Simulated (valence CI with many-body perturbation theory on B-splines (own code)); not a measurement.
## E1 transitions of Er³⁷⁺

Level of theory: configuration interaction combined with many-body perturbation theory (CI+MBPT): three valence electrons over a frozen Dirac-Fock core [Ar] 3d10, a basis of 11 s, 11 p, 9 d, 7 f, 5 g, 2 h, 1 i functions for each j, with the one-electron correlation potential Σ1 (screened to all orders), the two-electron term Σ2, the three-electron term Σ3, Breit, model QED; selected single and double excitations, second order for the rest (own B-spline code, finite nucleus).

No measured spectrum was set against this ion. As an estimate, large intervals hold to a few tenths of a per cent, small ones and those within an open d or f shell to about a per cent.

Lines 51 to 100 of 270 in falling wavelength, among levels below 33.717 Ry, chosen from the strongest by gf and those to the six lowest levels. Wavelengths and rates use the calculated energies. Electric multipoles are in the length gauge, E1 and E2 with the static RPA response of the core. Weak lines are less certain than strong ones. Lines between different terms over intervals too small for the method are left out, as are lines whose strength nearly cancels. Where a level lies close to another of its J and parity, the split of strength between their lines is uncertain. The highest levels of a list are the least certain.

Levels are named by their leading jj configuration (3d3/2^4 stands for four electrons in 3d with j = 3/2), which in mixed levels can hold well under half, so a name can repeat and another be missing. Letters in brackets count levels of one name in rising energy.

```csv
λ vac (Å),Upper,Lower,A (s⁻¹),S (a.u.)
132.8,(4p1/2 4p3/2 4d5/2) J=9/2,(4s 4p3/2 4d5/2) J=9/2,1.81e+10,2.09e-01
131.8,(4p1/2^2 4d5/2) J=5/2,(4p1/2 4p3/2^2) J=3/2,1.27e+10,8.65e-02
129.9,(4p1/2 4p3/2 4d5/2) J=9/2,(4s 4p3/2 4d3/2) J=7/2,4.56e+09,4.93e-02
129.1,(4s 4p1/2 4f5/2) J=5/2 [a],(4s 4p3/2 4d3/2) J=7/2,9.68e+09,6.17e-02
128.2,(4s 4p1/2 4f7/2) J=7/2 [a],(4s 4p3/2 4d5/2) J=9/2,5.44e+09,4.53e-02
128.2,(4p1/2 4p3/2 4d3/2) J=3/2 [b],(4s 4p3/2 4d3/2) J=5/2 [a],1.71e+10,7.10e-02
127.4,(4p1/2^2 4d3/2) J=3/2,(4s 4p1/2 4d3/2) J=3/2 [a],1.38e+10,5.65e-02
124.7,(4p1/2 4p3/2 4d3/2) J=1/2 [b],(4s 4p3/2 4d3/2) J=3/2 [a],2.45e+10,4.69e-02
123.4,(4p1/2^2 4p3/2) J=3/2,(4s 4p1/2 4p3/2) J=3/2 [a],1.37e+10,5.10e-02
121.2,(4p1/2 4p3/2 4d5/2) J=5/2 [b],(4s 4p3/2 4d3/2) J=7/2,8.30e+09,4.38e-02
120.7,(4s 4p1/2 4f7/2) J=9/2,(4s 4p3/2 4d5/2) J=9/2,5.91e+09,5.13e-02
120.0,(4s 4p1/2 4f7/2) J=7/2 [b],(4s 4p3/2 4d5/2) J=9/2,6.80e+09,4.63e-02
109.7,(4p1/2 4p3/2 4d3/2) J=5/2 [a],(4s 4p1/2 4d5/2) J=5/2 [c],1.25e+10,4.90e-02
107.6,(4s 4p1/2 4d3/2) J=3/2 [a],(4s 4p1/2 4p3/2) J=3/2 [b],1.05e+10,2.59e-02
102.9,(4s 4p1/2 4d3/2) J=5/2,(4s 4p1/2 4p3/2) J=3/2 [b],6.58e+06,2.12e-05
98.68,(4s 4p1/2 4d3/2) J=3/2 [a],(4s 4p1/2 4p3/2) J=5/2,5.40e+09,1.02e-02
97.53,(4s 4p3/2 4d3/2) J=5/2 [b],(4s 4p3/2^2) J=3/2,1.18e+10,3.25e-02
95.58,(4p1/2^2 4d3/2) J=3/2,(4p1/2^2 4p3/2) J=3/2,3.16e+10,5.44e-02
94.72,(4s 4p1/2 4d3/2) J=5/2,(4s 4p1/2 4p3/2) J=5/2,8.67e+09,2.18e-02
93.75,(4s 4p1/2 4d3/2) J=3/2 [b],(4s 4p1/2 4p3/2) J=3/2 [b],1.35e+10,2.19e-02
93.62,(4s 4p1/2 4d3/2) J=1/2,(4s 4p1/2 4p3/2) J=3/2 [b],2.63e+09,2.13e-03
93.34,(4s 4p1/2 4d3/2) J=3/2 [a],(4s 4p1/2 4p3/2) J=3/2 [a],2.51e+09,4.02e-03
93.12,(4s 4p1/2 4p3/2) J=3/2 [a],(4s^2 4p1/2) J=1/2,1.17e+09,1.86e-03
92.85,(4s 4p1/2 4f7/2) J=7/2 [a],(4s 4p1/2 4d5/2) J=5/2 [c],1.12e+10,3.53e-02
92.52,(4s 4p1/2 4d5/2) J=5/2 [a],(4s 4p1/2 4p3/2) J=3/2 [b],6.57e+07,1.54e-04
92.12,(4s 4p1/2 4f5/2) J=7/2,(4s 4p1/2 4d5/2) J=5/2 [c],1.02e+10,3.16e-02
91.91,(4s 4p3/2^2) J=5/2,(4s^2 4p3/2) J=3/2,3.38e+09,7.76e-03
91.34,(4s 4p3/2 4d5/2) J=7/2 [a],(4s^2 4d5/2) J=5/2,3.25e+10,9.77e-02
91.16,(4p1/2 4p3/2^2) J=3/2,(4s 4p1/2 4p3/2) J=3/2 [b],1.29e+09,1.92e-03
90.09,(4p1/2 4p3/2 4d5/2) J=7/2 [a],(4s 4p1/2 4d5/2) J=5/2 [b],1.44e+10,4.15e-02
89.80,(4s 4p1/2 4d3/2) J=5/2,(4s 4p1/2 4p3/2) J=3/2 [a],1.51e+09,3.23e-03
89.56,(4s^2 4d3/2) J=3/2,(4s^2 4p3/2) J=3/2,2.22e+09,3.15e-03
89.21,(4s 4p3/2 4d5/2) J=7/2 [b],(4s^2 4d5/2) J=5/2,1.10e+10,3.08e-02
88.73,(4s 4p1/2 4d5/2) J=5/2 [b],(4s 4p1/2 4p3/2) J=3/2 [b],2.07e+07,4.28e-05
86.89,(4s 4p1/2 4d3/2) J=3/2 [b],(4s 4p1/2 4p3/2) J=5/2,1.04e+09,1.34e-03
86.65,(4p1/2 4p3/2 4d5/2) J=9/2,(4s 4p1/2 4d5/2) J=7/2,2.68e+10,8.60e-02
85.83,(4s 4p1/2 4d5/2) J=5/2 [a],(4s 4p1/2 4p3/2) J=5/2,9.86e+09,1.85e-02
85.79,(4p1/2 4p3/2 4d5/2) J=1/2,(4s 4p1/2 4d5/2) J=3/2,1.10e+11,6.86e-02
85.75,(4p1/2 4p3/2 4d3/2) J=5/2 [a],(4s 4p1/2 4d3/2) J=5/2,4.97e+10,9.28e-02
85.25,(4s 4p3/2 4d5/2) J=3/2 [a],(4s^2 4d3/2) J=3/2,5.38e+10,6.58e-02
84.91,(4p1/2 4p3/2 4d3/2) J=5/2 [b],(4s 4p1/2 4d3/2) J=3/2 [b],1.59e+10,2.88e-02
84.70,(4s 4p3/2 4d3/2) J=5/2 [b],(4s^2 4d3/2) J=3/2,3.54e+10,6.37e-02
84.66,(4p1/2 4p3/2^2) J=3/2,(4s 4p1/2 4p3/2) J=5/2,4.14e+10,4.96e-02
84.65,(4s 4p1/2 4f7/2) J=7/2 [a],(4s 4p1/2 4d5/2) J=7/2,2.19e+10,5.24e-02
84.53,(4s^2 4f5/2) J=5/2,(4s 4p3/2^2) J=3/2,3.08e+10,5.52e-02
84.53,(4p1/2 4p3/2 4d3/2) J=7/2,(4s 4p1/2 4d3/2) J=5/2,4.37e+10,1.04e-01
84.21,(4p1/2^2 4d5/2) J=5/2,(4p1/2^2 4p3/2) J=3/2,1.29e+11,2.27e-01
84.17,(4p1/2 4p3/2 4d5/2) J=3/2 [b],(4s 4p1/2 4d5/2) J=5/2 [c],1.54e+11,1.81e-01
84.13,(4p1/2 4p3/2 4d5/2) J=5/2 [a],(4s 4p1/2 4d5/2) J=7/2,4.01e+10,7.07e-02
84.03,(4p1/2 4p3/2^2) J=1/2,(4s 4p1/2 4p3/2) J=1/2,6.49e+10,3.80e-02
```
